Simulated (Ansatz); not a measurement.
Basis-set extrapolation for C2H7BO2, SMILES `CBOCO` (PBE0-D4/def2-TZVP geometry, frozen core, Ansatz). Multiplicity 1, RHF reference.

```csv
,def2-TZVPP,def2-QZVPP
HF,-254.374049,-254.386282
MP2 correlation,-0.923860,-0.991091
CCSD(T) correlation,-0.996409,not run
```

Energies in hartree. Use E(X) = E(∞) + A·exp(−7.88·√X) for Hartree–Fock and E(X) = E(∞) + B·X^(−2.97) for correlation, with X = 3 and 4, and add CCSD(T) minus MP2 of the smaller set to the MP2 limit.

Question: What is the CCSD(T) energy at the basis-set limit?

Answer: HF limit: -254.386282 + (-0.012233) × 0.13774 = -254.38797. MP2 limit: -0.991091 + (-0.067231) × 0.74074 = -1.04089. Higher-order term: -0.996409 − (-0.923860) = -0.07255. Total: -255.50141 hartree, 343.8 kJ/mol below CCSD(T)/def2-TZVPP.
